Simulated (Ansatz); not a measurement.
`FC(F)=N[SiH3]` + H₂ → `F/C=N/[SiH3]` + H–F  (hydrogenolysis of a C–F bond)

Calculated with Ansatz (gas phase, PBE0-D4/def2-TZVP geometries, no zero-point term in ΔE). CCSD(T)/CBS is the MP2 limit (def2-TZVPP, def2-QZVPP) plus CCSD(T) − MP2 in def2-TZVPP, frozen cores. This one scheme is used for every species. DFT in def2-TZVPP. B3LYP here is the variant with VWN-RPA as its local correlation; programs differ in this.

| level | ΔE (eV) |
| --- | --- |
| BLYP-D4 | -0.56 |
| PBE0-D4 | -0.59 |
| B3LYP | -0.62 |
| CAM-B3LYP | -0.59 |

**Question.** What does CCSD(T)/CBS give? (Best estimate.)

**Answer.** Ansatz gave: -0.75 eV. The listed levels differ from it by 0.19, 0.16, 0.13, 0.16 eV.

Largest T1 diagnostic among the species: 0.014.

At CCSD(T), def2-SVP lies +0.29 eV from the extrapolated value and def2-TZVPP +0.06 eV. From r2SCAN to r2SCAN0 (25 % exact exchange), in def2-TZVPP and without D4, ΔE moves by −0.06 eV. Leaving LDA and LC-ωPBE aside and taking each functional with its dispersion term where it has one, the values, not all of them listed here, spread over 0.16 eV, from B2PLYP to r2SCAN-D4. LDA lies +0.11 eV from PBE without D4.
